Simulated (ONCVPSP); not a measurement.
## Scattering properties, ONCV potential for Sb (Z = 51)

ONCVPSP 4.0.1 input, shortened (lines: element, Z, core and valence counts, functional; n l f; lmax; l rc ep ncon nbas qcut; lloc lpopt rc5 dvloc0; l nproj debl; icmod fcfact rcfact), PBEsol, scalar-relativistic:

```
  Sb 51.00    9    2  -116133      upf
    1    0    2.00
    2    0    2.00
    2    1    6.00
    3    0    2.00
    3    1    6.00
    3    2   10.00
    4    0    2.00
    4    1    6.00
    4    2   10.00
    5    0    2.00
    5    1    3.00
    1
    0    2.05    0.00    4    9    2.70
    1    1.75    0.00    4    7    5.20
    4    5    1.40    0.00
    0    2    2.70
    1    3    2.90
    3    3.00    1.55
```

The phase is arctan(r·R′/R) of the radial function R(r), unwrapped; energies in Ha, scanned from -2 to 5 Ha. A pole is an energy at which the radial function vanishes at the test radius. The pseudo phase is shifted by a multiple of π to meet the all-electron one at the reference energy, and phase errors are pseudo minus all-electron; the curves can meet again beyond the range given. Levels narrower than the energy grid can be missing from the lists of poles.

A narrow feature of the pseudo curve, probably an extra level, lies near 0.28 Ha in the s channel; the grid steps over it, so the window and error are not given (n/a).

| channel | radius (bohr) | reference energy (Ha) | poles, all-electron | poles, pseudo | unbroken range about the reference energy with phases within 0.05 rad | phase error 1 Ha above the reference energy (rad) |
| --- | --- | --- | --- | --- | --- | --- |
| s | 2.08 | -0.47 | 1.21 | 1.22 | n/a | n/a |
| p | 1.78 | -0.18 | 3.96 | 3.96 | the whole range | +0.000 |

Note: ghosts flagged at negative energy: p at -93.9 eV; GHOST(+) flagged for s at 8.3 eV. A true bound ghost makes a file unfit for plane-wave use.

Phases in the s channel:

```
E (Ha)  all-electron  pseudo
 -1.98         1.069   1.065
 -1.62         0.902   0.897
 -1.26         0.550   0.544
 -0.90        -0.178  -0.182
 -0.54        -0.875  -0.875
 -0.18        -1.204  -1.205
  0.18        -1.365  -1.372
  0.54        -1.460  -1.456
  0.90        -1.526  -1.524
  1.26        -1.577  -1.577
  1.62        -1.622  -1.622
  1.98        -1.666  -1.666
  2.34        -1.715  -1.715
  2.70        -1.776  -1.776
  3.06        -1.863  -1.862
  3.42        -2.013  -2.010
  3.78        -2.340  -2.332
  4.14        -3.137  -3.127
  4.50        -3.941  -3.947
  4.86        -4.271  -4.281
```
